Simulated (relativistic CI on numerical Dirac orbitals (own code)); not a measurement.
## Level scheme of Tm XXVIII

Calculated at this level of theory: Dirac-Coulomb-Breit CI, orbitals from a KLI potential per configuration, QED by a radiative potential, unscaled Slater integrals (own radial code, finite nucleus).

CI space (outside the closed core [Ar] 3d10): 4s2 4p6 4d6, 4s2 4p5 4d7, 4s2 4p6 4d5 4f, 4s 4p6 4d7, 4s2 4p5 4d6 4f, 4s 4p6 4d6 4f, 4s2 4p6 4d5 5s, 4s2 4p6 4d5 5p, 4s2 4p6 4d4 4f 5s, 4s2 4p6 4d5 5d, 4s2 4p5 4d6 5s, 4s2 4p6 4d4 5s 5p, 4s2 4p6 4d5 5f, 4s2 4p6 4d5 6s, 4s 4p6 4d6 5s, 4p6 4d7 5p, 4p6 4d8, 4p5 4d9, 4p5 4d8 4f, 4s2 4p6 4d4 5s2, 4s2 4p6 4d3 4f 5s2, 4s2 4p5 4d4 4f 5s2, 4s 4p6 4d4 4f 5s2. Double excitations out of closed p, d and f shells are left out; levels of such configurations are missing from the list, as are those of other unlisted configurations, and high levels can miss mixing partners. These lack a partner that the ground configuration has and come out too high: 4s2 4p5 4d6 5s.

The lowest level is 4s2 4p6 4d6 5D_4, with 49 % of that term; Hund's rules for 4s2 4p6 4d6 give 5D with J = 4, in agreement.

| No. | Configuration | Term | J | E (cm⁻¹) | % | Landé g | Lifetime (s) | jj configuration (%) |
| --- | --- | --- | --- | --- | --- | --- | --- | --- |
| 1 | 4s2 4p6 4d6 | 5D | 4 | 0 | 49 | 1.326 |  | 4d5/2^2 (87) |
| 2 | 4s2 4p6 4d6 | 3P | 2 | 22410 | 41 | 1.339 | 1.79e+02 | 4d5/2^2 (89) |
| 3 | 4s2 4p6 4d6 | 3P | 0 | 63675 | 39 |  | 2.87e+00 | 4d5/2^2 (66) |
| 4 | 4s2 4p6 4d6 | 5D | 3 | 69340 | 76 | 1.411 | 1.05e-04 | 4d3/2^3 4d5/2^3 (89) |
| 5 | 4s2 4p6 4d6 | 5D | 4 | 82339 | 33 | 1.132 | 9.01e-05 | 4d3/2^3 4d5/2^3 (86) |
| 6 | 4s2 4p6 4d6 | 5D | 1 | 83717 | 61 | 1.378 | 1.10e-04 | 4d3/2^3 4d5/2^3 (90) |
| 7 | 4s2 4p6 4d6 | 3H | 6 | 103221 | 71 | 1.117 | 8.12e+00 | 4d3/2^3 4d5/2^3 (97) |
| 8 | 4s2 4p6 4d6 | 3G | 5 | 103442 | 56 | 1.125 | 4.20e-04 | 4d3/2^3 4d5/2^3 (98) |
| 9 | 4s2 4p6 4d6 | 3F | 2 | 122202 | 51 | 0.928 | 1.13e-04 | 4d3/2^3 4d5/2^3 (87) |
| 10 | 4s2 4p6 4d6 | 3G | 3 | 125490 | 32 | 1.030 | 1.20e-04 | 4d3/2^3 4d5/2^3 (92) |
| 11 | 4s2 4p6 4d6 | 5D | 2 | 151609 | 43 | 1.261 | 5.98e-05 | 4d3/2^2 4d5/2^4 (53) |
| 12 | 4s2 4p6 4d6 | 3G | 4 | 160199 | 42 | 1.020 | 4.85e-04 | 4d3/2^3 4d5/2^3 (79) |
| 13 | 4s2 4p6 4d6 | 3P | 0 | 160237 | 86 |  | 2.16e-04 | 4d3/2^3 4d5/2^3 (59) |
| 14 | 4s2 4p6 4d6 | 3D | 1 | 160457 | 49 | 1.000 | 1.35e-04 | 4d3/2^3 4d5/2^3 (85) |
| 15 | 4s2 4p6 4d6 | 3P | 2 | 172611 | 41 | 1.315 | 5.54e-05 | 4d3/2^2 4d5/2^4 (58) |
| 16 | 4s2 4p6 4d6 | 3F | 3 | 174692 | 50 | 1.096 | 1.41e-04 | 4d3/2^3 4d5/2^3 (95) |
| 17 | 4s2 4p6 4d6 | 1S | 0 | 180570 | 50 |  | 2.98e-05 | 4d3/2^2 4d5/2^4 (79) |
| 18 | 4s2 4p6 4d6 | 3F | 4 | 184426 | 43 | 1.101 | 3.72e-05 | 4d3/2^2 4d5/2^4 (92) |
| 19 | 4s2 4p6 4d6 | 3H | 5 | 194191 | 56 | 1.103 | 7.46e-05 | 4d3/2^2 4d5/2^4 (98) |
| 20 | 4s2 4p6 4d6 | 3D | 3 | 197713 | 30 | 1.186 | 4.34e-05 | 4d3/2^2 4d5/2^4 (79) |
| 21 | 4s2 4p6 4d6 | 1I | 6 | 205494 | 71 | 1.044 | 1.04e-04 | 4d3/2^2 4d5/2^4 (97) |
| 22 | 4s2 4p6 4d6 | 3G | 3 | 211408 | 49 | 0.942 | 6.44e-05 | 4d3/2^2 4d5/2^4 (94) |
| 23 | 4s2 4p6 4d6 | 3P | 1 | 228286 | 60 | 1.114 | 5.61e-05 | 4d3/2^2 4d5/2^4 (83) |
| 24 | 4s2 4p6 4d6 | 1G | 4 | 233429 | 60 | 1.052 | 6.89e-05 | 4d3/2^2 4d5/2^4 (83) |
| 25 | 4s2 4p6 4d6 | 1D | 2 | 234941 | 38 | 1.044 | 5.51e-05 | 4d3/2^2 4d5/2^4 (84) |
| 26 | 4s2 4p6 4d6 | 3F | 2 | 269947 | 75 | 0.820 | 3.45e-05 | 4d3/2^2 4d5/2^4 (93) |
| 27 | 4s2 4p6 4d6 | 3F | 4 | 275933 | 68 | 1.174 | 4.37e-05 | 4d3/2^2 4d5/2^4 (86) |
| 28 | 4s2 4p6 4d6 | 3P | 1 | 280053 | 71 | 1.498 | 1.41e-05 | 4d3/2 4d5/2^5 (91) |
| 29 | 4s2 4p6 4d6 | 1G | 4 | 320958 | 57 | 1.024 | 2.10e-05 | 4d3/2 4d5/2^5 (80) |
| 30 | 4s2 4p6 4d6 | 3P | 2 | 333779 | 50 | 1.245 | 2.86e-05 | 4d3/2 4d5/2^5 (65) |
| 31 | 4s2 4p6 4d6 | 3F | 3 | 338283 | 45 | 1.067 | 2.60e-05 | 4d3/2 4d5/2^5 (91) |
| 32 | 4s2 4p6 4d6 | 1D | 2 | 339366 | 82 | 1.024 | 3.21e-05 | 4d3/2^2 4d5/2^4 (67) |
| 33 | 4s2 4p6 4d6 | 1S | 0 | 360208 | 51 |  | 2.17e-05 | 4d5/2^6 (48) |
| 34 | 4s2 4p6 4d6 | 1S | 0 | 442504 | 68 |  | 1.09e-05 | 4d5/2^6 (48) |
| 35 | 4s2 4p5 4d7 | 5G° | 6 | 1215259 | 77 | 1.293 | 4.89e-10 | 4p3/2^3 4d5/2^3 (86) |
| 36 | 4s2 4p5 4d7 | 5F° | 5 | 1239329 | 41 | 1.262 | 4.92e-11 | 4p3/2^3 4d5/2^3 (87) |
| 37 | 4s2 4p5 4d7 | 3D° | 3 | 1242925 | 55 | 1.268 | 8.67e-11 | 4p3/2^3 4d5/2^3 (86) |
| 38 | 4s2 4p5 4d7 | 3P° | 0 | 1248691 | 55 |  | 3.63e-10 | 4p3/2^3 4d5/2^3 (94) |
| 39 | 4s2 4p5 4d7 | 5D° | 4 | 1270530 | 30 | 1.326 | 2.87e-11 | 4p3/2^3 4d5/2^3 (66) |
| 40 | 4s2 4p5 4d7 | 3P° | 2 | 1270612 | 29 | 1.284 | 2.87e-11 | 4p3/2^3 4d5/2^3 (76) |
| 41 | 4s2 4p5 4d7 | 3F° | 4 | 1294991 | 40 | 1.290 | 4.56e-11 | 4p3/2^3 4d5/2^3 (66) |
| 42 | 4s2 4p5 4d7 | 3P° | 2 | 1296828 | 36 | 1.295 | 1.30e-10 | 4p3/2^3 4d5/2^3 (80) |
| 43 | 4s2 4p5 4d7 | 5P° | 3 | 1298287 | 26 | 1.433 | 1.64e-11 | 4p3/2^3 4d5/2^3 (47) |
| 44 | 4s2 4p5 4d7 | 3P° | 1 | 1305108 | 26 | 1.369 | 1.60e-11 | 4p3/2^3 4d5/2^3 (39) |
| 45 | 4s2 4p5 4d7 | 5G° | 5 | 1306448 | 66 | 1.249 | 1.14e-10 | 4p3/2^3 4d3/2^3 4d5/2^4 (88) |
| 46 | 4s2 4p5 4d7 | 5F° | 3 | 1323843 | 30 | 1.233 | 3.36e-11 | 4p3/2^3 4d5/2^3 (43) |
| 47 | 4s2 4p5 4d7 | 5F° | 4 | 1329822 | 28 | 1.300 | 7.53e-11 | 4p3/2^3 4d3/2^3 4d5/2^4 (84) |
| 48 | 4s2 4p5 4d7 | 3H° | 6 | 1329933 | 61 | 1.163 | 8.68e-11 | 4p3/2^3 4d3/2^3 4d5/2^4 (86) |
| 49 | 4s2 4p5 4d7 | 3D° | 2 | 1330160 | 41 | 1.239 | 3.30e-11 | 4p3/2^3 4d3/2^3 4d5/2^4 (80) |
| 50 | 4s2 4p5 4d7 | 1F° | 3 | 1340481 | 21 | 1.066 | 4.92e-11 | 4p3/2^3 4d3/2^3 4d5/2^4 (79) |
| 51 | 4s2 4p5 4d7 | 3D° | 1 | 1343122 | 34 | 0.640 | 2.99e-11 | 4p3/2^3 4d3/2^3 4d5/2^4 (50) |
| 52 | 4s2 4p5 4d7 | 5D° | 4 | 1346084 | 26 | 1.181 | 3.19e-11 | 4p3/2^3 4d3/2^3 4d5/2^4 (74) |
| 53 | 4s2 4p5 4d7 | 5P° | 3 | 1347071 | 25 | 1.423 | 3.12e-11 | 4p3/2^3 4d3/2^3 4d5/2^4 (51) |
| 54 | 4s2 4p5 4d7 | 5D° | 0 | 1347710 | 41 |  | 1.97e-11 | 4p3/2^3 4d3/2^3 4d5/2^4 (46) |
| 55 | 4s2 4p5 4d7 | 3P° | 1 | 1351207 | 35 | 1.660 | 4.29e-11 | 4p3/2^3 4d3/2^3 4d5/2^4 (67) |
| 56 | 4s2 4p5 4d7 | 5P° | 2 | 1351838 | 22 | 1.470 | 2.73e-11 | 4p3/2^3 4d3/2^3 4d5/2^4 (67) |
| 57 | 4s2 4p5 4d7 | 3G° | 4 | 1356506 | 18 | 1.085 | 3.65e-11 | 4p3/2^3 4d3/2^3 4d5/2^4 (67) |
| 58 | 4s2 4p5 4d7 | 3H° | 5 | 1360811 | 44 | 1.114 | 2.33e-11 | 4p3/2^3 4d3/2^3 4d5/2^4 (78) |
| 59 | 4s2 4p6 4d5 4f | 7F° | 2 | 1370349 | 21 | 1.176 | 9.95e-11 | 4p3/2^3 4d3/2^3 4d5/2^4 (38) |
| 60 | 4s2 4p6 4d5 4f | 7F° | 4 | 1372945 | 23 | 1.172 | 5.68e-11 | 4d5/2 4f5/2 (60) |
| 61 | 4s2 4p6 4d5 4f | 7F° | 3 | 1375560 | 29 | 1.271 | 5.83e-11 | 4d5/2 4f5/2 (54) |
| 62 | 4s2 4p6 4d5 4f | 7F° | 5 | 1376254 | 30 | 1.283 | 1.86e-10 | 4d5/2 4f5/2 (41) |
| 63 | 4s2 4p5 4d7 | 3F° | 2 | 1379043 | 32 | 0.926 | 2.37e-11 | 4p3/2^3 4d3/2^3 4d5/2^4 (60) |
| 64 | 4s2 4p5 4d7 | 3F° | 3 | 1379328 | 32 | 1.117 | 3.75e-11 | 4p3/2^3 4d3/2^3 4d5/2^4 (62) |
| 65 | 4s2 4p5 4d7 | 3I° | 7 | 1379730 | 95 | 1.140 | 1.41e-10 | 4p3/2^3 4d3/2^3 4d5/2^4 (95) |
| 66 | 4s2 4p5 4d7 | 3F° | 2 | 1381212 | 15 | 1.187 | 3.43e-11 | 4p3/2^3 4d3/2^3 4d5/2^4 (41) |
| 67 | 4s2 4p6 4d5 4f | 7F° | 0 | 1384740 | 48 |  | 5.88e-11 | 4d5/2 4f5/2 (44) |
| 68 | 4s2 4p6 4d5 4f | 7F° | 1 | 1384792 | 55 | 1.428 | 6.56e-11 | 4d3/2^3 4d5/2^2 4f5/2 (43) |
| 69 | 4s2 4p5 4d7 | 3H° | 6 | 1384965 | 52 | 1.142 | 2.81e-11 | 4p3/2^3 4d3/2^3 4d5/2^4 (67) |
| 70 | 4s2 4p6 4d5 4f | 7F° | 6 | 1395252 | 48 | 1.366 | 4.04e-10 | 4d5/2 4f7/2 (47) |

Energies count from the lowest computed level; ° marks odd parity; lifetimes are radiative, by E1, M1, E2, M2, E3 decay to levels of this space only. Filled j subshells are mostly left out of the jj labels.

The mean weight of the leading LS term, summed over parents, in these 70 levels is 46 %, and that of the leading jj configuration (from the same eigenvectors) 73 %, so jj coupling describes them better and the LS labels are nominal.

At this charge energies of transitions that change n are usually good to better than 1 %, and those within a shell (Δn = 0) to a few per cent. Terms inside the open d or f shell come out 10 to 20 % too wide with unscaled integrals.

LS names give the leading component of a level, which can be under half, so a name can repeat, a term be missing and a line seem to break the LS rules.
